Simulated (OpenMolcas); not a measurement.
Multiconfigurational calculation on Sb2+

Input:

```
&GATEWAY
Coord
1

Sb 0.0 0.0 0.0
Basis=ANO-R2
Group=XYZ
NoMove
AngMom=0.0 0.0 0.0
AMFI
&SEWARD
* reference wave functions (RASSCF and RASSI steps not shown): 3 electrons in 9 orbitals (RAS2 5s 5p; RAS3 5d, at most 2 electrons)
>>> COPY JOB001 $Project.JobIph
&CASPT2
Multistate=1 1
Frozen=8 6
IPEA=0.25
Imaginary=0.1
MaxIter=60
WThr=0.0 0.3 0.05
PrWF=0.5
NoMix
>>> COPY JOB002 $Project.JobIph
&CASPT2
Multistate=11 1 2 3 4 5 6 7 8 9 10 11
Frozen=8 6
IPEA=0.25
Imaginary=0.1
MaxIter=60
WThr=0.0 0.3 0.05
PrWF=0.5
NoMix
>>> COPY JOB003 $Project.JobIph
&CASPT2
Multistate=3 1 2 3
Frozen=8 6
IPEA=0.25
Imaginary=0.1
MaxIter=60
WThr=0.0 0.3 0.05
PrWF=0.5
NoMix
...
```

Output, cut to the results:

```
--- CASPT2 ---
Orbital specifications:
      -----------------------

      Symmetry species                           1   2
                                                ag  au
      Frozen orbitals                            8   6
      Inactive orbitals                          6   3
      Active orbitals                            6   3
      Secondary orbitals                        16  20
      Deleted orbitals                           0   0
      Number of basis functions                 36  32
Type of calculation                        SS-CASPT2
      Fock operator                              state-specific
      IPEA shift                                 0.25
      Real shift                                 0.00
      Imaginary shift                            0.10
      The input orbitals will be transformed to quasi-canonical
Reference energy:       -6476.5034324731
      E2 (Non-variational):      -0.6400274609
      Shift correction:          -0.0001477228
      E2 (Variational):          -0.6401751837
      Total energy:           -6477.1436076568
      Residual norm:              0.0000003542
      Reference weight:           0.92251
      Contributions to the CASPT2 correlation energy
      Active & Virtual Only:         -0.0026923138
      One Inactive Excited:          -0.1045398080
      Two Inactive Excited:          -0.5327953391
::    CASPT2 Root  1     Total energy:  -6477.14360766
--- CASPT2 ---
Orbital specifications:
      -----------------------

      Symmetry species                           1   2
                                                ag  au
      Frozen orbitals                            8   6
      Inactive orbitals                          6   3
      Active orbitals                            6   3
      Secondary orbitals                        16  20
      Deleted orbitals                           0   0
      Number of basis functions                 36  32
Type of calculation                        MS-CASPT2
      Fock operator                              state-specific
      IPEA shift                                 0.25
      Real shift                                 0.00
      Imaginary shift                            0.10
      The input orbitals will be transformed to quasi-canonical
Reference energy:       -6477.1656924118
      E2 (Non-variational):      -0.6495215747
      Shift correction:          -0.0001405674
      E2 (Variational):          -0.6496621421
      Total energy:           -6477.8153545539
      Residual norm:              0.0000009454
      Reference weight:           0.92309
      Contributions to the CASPT2 correlation energy
      Active & Virtual Only:         -0.0081187433
      One Inactive Excited:          -0.1084570679
      Two Inactive Excited:          -0.5329457635
Reference energy:       -6477.1656924118
      E2 (Non-variational):      -0.6495318237
      Shift correction:          -0.0001406511
      E2 (Variational):          -0.6496724748
      Total energy:           -6477.8153648866
      Residual norm:              0.0000009469
      Reference weight:           0.92309
      Contributions to the CASPT2 correlation energy
      Active & Virtual Only:         -0.0081282664
      One Inactive Excited:          -0.1084577945
      Two Inactive Excited:          -0.5329457627
::    CASPT2 Root  1     Total energy:  -6477.81535455
::    CASPT2 Root  2     Total energy:  -6477.81536489
::    CASPT2 Root  3     Total energy:  -6477.81534751
::    CASPT2 Root  4     Total energy:  -6477.14712466
::    CASPT2 Root  5     Total energy:  -6477.14728387
::    CASPT2 Root  6     Total energy:  -6477.14713251
::    CASPT2 Root  7     Total energy:  -6477.14713890
::    CASPT2 Root  8     Total energy:  -6477.14712460
::    CASPT2 Root  9     Total energy:  -6477.07678840
::    CASPT2 Root 10     Total energy:  -6477.07679560
::    CASPT2 Root 11     Total energy:  -6477.07677539
::    MS-CASPT2 Root  1     Total energy:  -6477.81627019
::    MS-CASPT2 Root  2     Total energy:  -6477.81625931
::    MS-CASPT2 Root  3     Total energy:  -6477.81625215
::    MS-CASPT2 Root  4     Total energy:  -6477.14734524
::    MS-CASPT2 Root  5     Total energy:  -6477.14719696
::    MS-CASPT2 Root  6     Total energy:  -6477.14710845
::    MS-CASPT2 Root  7     Total energy:  -6477.14708349
::    MS-CASPT2 Root  8     Total energy:  -6477.14707042
::    MS-CASPT2 Root  9     Total energy:  -6477.07589013
::    MS-CASPT2 Root 10     Total energy:  -6477.07588345
::    MS-CASPT2 Root 11     Total energy:  -6477.07587110
--- CASPT2 ---
Orbital specifications:
      -----------------------

      Symmetry species                           1   2
                                                ag  au
      Frozen orbitals                            8   6
      Inactive orbitals                          6   3
      Active orbitals                            6   3
      Secondary orbitals                        16  20
      Deleted orbitals                           0   0
      Number of basis functions                 36  32
Type of calculation                        MS-CASPT2
      Fock operator                              state-specific
      IPEA shift                                 0.25
      Real shift                                 0.00
      Imaginary shift                            0.10
      The input orbitals will be transformed to quasi-canonical
Reference energy:       -6476.9300233784
      E2 (Non-variational):      -0.6214220894
      Shift correction:          -0.0001175743
      E2 (Variational):          -0.6215396637
      Total energy:           -6477.5515630421
      Residual norm:              0.0000004989
      Reference weight:           0.92919
      Contributions to the CASPT2 correlation energy
      Active & Virtual Only:         -0.0026178986
      One Inactive Excited:          -0.0856604683
      Two Inactive Excited:          -0.5331437225
Reference energy:       -6476.9300233784
...
```

Levels above the lowest, from the spin-orbit matrix with the single-state CASPT2 energies, averaged by term, on its diagonal:

```json
{"Configuration": "5s² 5p", "Term": "²P°", "J": "1/2", "E (eV)": "0.0000", "Measured (eV)": "0.0000", "g": "0.666", "Term weight %": "100", "Second": ""}
{"Configuration": "5s² 5p", "Term": "²P°", "J": "3/2", "E (eV)": "0.697", "Measured (eV)": "0.8153", "g": "1.334", "Term weight %": "100", "Second": ""}
{"Configuration": "5s 5p²", "Term": "⁴P", "J": "1/2", "E (eV)": "7.167", "Measured (eV)": "", "g": "2.659", "Term weight %": "99", "Second": ""}
{"Configuration": "5s 5p²", "Term": "⁴P", "J": "3/2", "E (eV)": "7.467", "Measured (eV)": "", "g": "1.732", "Term weight %": "100", "Second": ""}
{"Configuration": "5s 5p²", "Term": "⁴P", "J": "5/2", "E (eV)": "7.835", "Measured (eV)": "7.9791", "g": "1.590", "Term weight %": "97", "Second": "3 ²D"}
{"Configuration": "5s 5p²", "Term": "²D", "J": "3/2", "E (eV)": "9.581", "Measured (eV)": "9.4876", "g": "0.808", "Term weight %": "99", "Second": ""}
{"Configuration": "5s 5p²", "Term": "²D", "J": "5/2", "E (eV)": "9.685", "Measured (eV)": "9.6450", "g": "1.212", "Term weight %": "97", "Second": "3 ⁴P"}
{"Configuration": "5s 5p²", "Term": "²P", "J": "1/2", "E (eV)": "11.506", "Measured (eV)": "11.5242", "g": "1.202", "Term weight %": "60", "Second": "39 ²S"}
{"Configuration": "5s 5p²", "Term": "²S", "J": "1/2", "E (eV)": "12.223", "Measured (eV)": "", "g": "1.478", "Term weight %": "60", "Second": "40 ²P"}
{"Configuration": "5s 5p²", "Term": "²P", "J": "3/2", "E (eV)": "12.276", "Measured (eV)": "12.6406", "g": "1.329", "Term weight %": "99", "Second": ""}
```

Against the 6 measured excited levels shown (Moore, Atomic Energy Levels, vol. III, NSRDS-NBS 35 (1971 reprint of NBS Circular 467, 1958)) the mean absolute deviation is 1000 cm-1; the largest miss in energy is 5s 5p² ²P_3/2: computed 12.276, measured 12.6406 eV (-2.9 %), and the largest in proportion 5s² 5p ²P°_3/2 (-14.5 %).

Term energies are means over components that CASPT2 splits; among the terms shown or strongly mixed into the levels shown the widest spread is 19 cm-1 (5s 5p² ²D). Active for correlation alone: 5d; no level in the range computed is led by a configuration that fills it, so any true level of that kind is missing. Some terms mix strongly with configurations of 5d, whose occupation reaches 0.16 (5s 5p² ²D). Measured partners are found by configuration, term and J. A level has none where our copy of the source lacks it or the pairing is in doubt (some pairs that miss far off the trend of their configuration count as doubtful), and it then counts in no deviation. Only configurations of the active space appear. The first state left out of the spin-orbit step lies near 120000 cm-1 above the lowest spin-free state of the reference (among the parities and spins computed), and the list stops at four fifths of that energy or lower.

The term weight is that of the spin-free term in the level, not the purity of its configuration. ° marks odd parity.
